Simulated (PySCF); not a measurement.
How methods differ on the excitation energy of Nb

Nb [Kr] 4d4 5s1 (6D) → Nb [Kr] 4d3 5s2 (4F), as a difference of total energies. Computed with PySCF 2.14 in aug-cc-pwCVDZ-PP with ECP28MDF (6s6p5d3f, 70 functions), with a scalar-relativistic core potential. Correlated levels: valence: 4s2 4p6 frozen; valence and next inner shell: nothing frozen outside the core potential. The calculations carry no spin-orbit coupling.

Task: Order these methods by the excitation energy they give, lowest first.
A. BP86
B. MP2 (valence and next inner shell)
C. wB97X
D. B97-3

Result: C (-0.382 eV), D (0.067 eV), B (0.410 eV), A (0.681 eV).

Errors of the correlated levels include the incompleteness of this basis and the frozen core.

For comparison: 0.184 eV (measured; NIST levels, between the centres of gravity of the two terms).
